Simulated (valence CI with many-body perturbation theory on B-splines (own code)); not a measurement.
**Energy levels of W59+**

Level of theory: configuration interaction combined with many-body perturbation theory (CI+MBPT): five valence electrons over a frozen Dirac-Fock core [Ne], radial functions for each j: 11 s, 11 p, 10 d, 8 f, 5 g, 2 h, with the one-electron correlation potential Σ1 (screened to all orders), the two-electron term Σ2, the three-electron term Σ3, Breit, model QED; selected single and double excitations, second order for the rest, scaled by the run's own slope (own B-spline code, finite nucleus).

The last digits are not significant, and no measured levels were compared; by estimate large intervals hold to a few tenths of a per cent, small ones and those within an open d or f shell to about a per cent. Among the levels kept, up to 3200 cm⁻¹ of a level comes from second order outside the variational space, and about a tenth of that is noise between levels of different J, which matters for small intervals.

Levels 136 to 168 of 168, with energies above the lowest level, (3s^2 3p1/2^2 3p3/2) J=3/2. "Leading %" is the weight of the configuration and term that name the level; weights of strongly mixed levels are sums over their largest components and can fall short. In the jj column 3d3/2^4 stands for four electrons in 3d with j = 3/2. Lifetimes count E1, E2, E3, M1 and M2 decay at the calculated energies, and are blank where another channel may lead or the interval is too uncertain; long ones can be off by a factor of two.

```tsv
No.	Configuration	Term	J	E (Ry)	Leading %	Lifetime	Leading jj
136	3s²3p3d²	⁴G°	9/2	92.645	48	251 fs	3s^2 3p3/2 3d3/2 3d5/2 (78 %)
137	3s²3p3d²	²H°	11/2	93.068	58	543 fs	3s^2 3p3/2 3d3/2 3d5/2 (92 %)
138	3s²3p3d²	⁴F°	7/2	93.120	29	216 fs	3s^2 3p3/2 3d3/2 3d5/2 (76 %)
139	3s3p⁴	⁴P	1/2	93.218	36	224 fs	3s 3p3/2^4 (96 %)
140	3s²3p3d²	⁴D°	5/2	93.626	42	272 fs	3s^2 3p3/2 3d3/2 3d5/2 (86 %)
141	3s²3p3d²	²F°	5/2	93.721	22	282 fs	3s^2 3p3/2 3d3/2 3d5/2 (82 %)
142	3s²3p3d²	⁴D°	3/2	93.734	34	240 fs	3s^2 3p3/2 3d3/2 3d5/2 (79 %)
143	3s²3p3d²	²G°	7/2	93.750	36	375 fs	3s^2 3p3/2 3d3/2 3d5/2 (92 %)
144	3s²3p3d²	²S°	1/2	94.071	30	196 fs	3s^2 3p3/2 3d3/2 3d5/2 (72 %)
145	3p⁴3d	⁴D	3/2	94.473	17	1.71 ps	3s 3p1/2 3p3/2 3d3/2^2 (48 %)
146	3s²3p3d²	²G°	7/2	95.058	36	266 fs	3s^2 3p3/2 3d3/2 3d5/2 (84 %)
147	3s3p²3d²	⁶F	1/2	95.486	37	1.41 ps	3s 3p1/2 3p3/2 3d3/2^2 (72 %)
148	3s²3p3d²	²D°	5/2	95.512	33	206 fs	3s^2 3p3/2 3d3/2 3d5/2 (77 %)
149	3p⁴3d	⁴D	5/2	95.525	16	1.22 ps	3s 3p1/2 3p3/2 3d3/2^2 (55 %)
150	3s²3p3d²	²G°	9/2	95.577	69	303 fs	3s^2 3p3/2 3d3/2 3d5/2 (90 %)
151	3s²3p3d²	²D°	3/2	95.844	45	263 fs	3s^2 3p3/2 3d3/2 3d5/2 (84 %)
152	3s²3p3d²	⁴S°	3/2	96.059	29	195 fs	3s^2 3p3/2 3d3/2 3d5/2 (78 %)
153	3p⁴3d	²F	7/2	96.324	25	424 fs	3p1/2^2 3p3/2^2 3d3/2 (76 %)
154	3s²3p3d²	²F°	5/2	96.385	57	313 fs	3s^2 3p3/2 3d3/2 3d5/2 (86 %)
155	3s3p²3d²	⁶F	3/2	96.494	25	571 fs	3s 3p1/2 3p3/2 3d3/2^2 (63 %)
156	3s²3p3d²	²P°	1/2	96.527	73	315 fs	3s^2 3p3/2 3d3/2 3d5/2 (89 %)
157	3p⁴3d	⁴P	1/2	96.626	28	518 fs	3p1/2^2 3p3/2^2 3d3/2 (55 %)
158	3s3p²3d²	⁶G	5/2	96.821	17	414 fs	3s 3p1/2 3p3/2 3d3/2^2 (46 %)
159	3s3p²3d²	⁶G	7/2	96.847	24	1.62 ps	3s 3p1/2 3p3/2 3d3/2^2 (88 %)
160	3p⁴3d	²D	3/2	97.640	43	481 fs	3p1/2^2 3p3/2^2 3d3/2 (73 %)
161	3s3p²3d²	²G	9/2	97.758	24	1.70 ps	3s 3p1/2 3p3/2 3d3/2^2 (93 %)
162	3s²3p3d²	⁴G°	11/2	97.790	58	3.63 ps	3s^2 3p3/2 3d5/2^2 (93 %)
163	3s²3p3d²	²D°	5/2	98.288	42	2.88 ps	3s^2 3p3/2 3d5/2^2 (91 %)
164	3s²3p3d²	²F°	7/2	98.553	49	3.28 ps	3s^2 3p3/2 3d5/2^2 (95 %)
165	3s²3p3d²	⁴F°	9/2	98.975	49	1.41 ps	3s^2 3p3/2 3d5/2^2 (95 %)
166	3s3p²3d²	⁴P	3/2	99.259	17	395 fs	3s 3p1/2 3p3/2 3d3/2^2 (82 %)
167	3s3p²3d²	⁴F	3/2	99.439	20	291 fs	3s 3p1/2 3p3/2 3d3/2^2 (78 %)
168	3s3p²3d²	⁴G	5/2	99.576	20	299 fs	3s 3p1/2 3p3/2 3d3/2^2 (93 %)
```

Where two levels of one J and parity lie close, their mixing, g and order are uncertain.
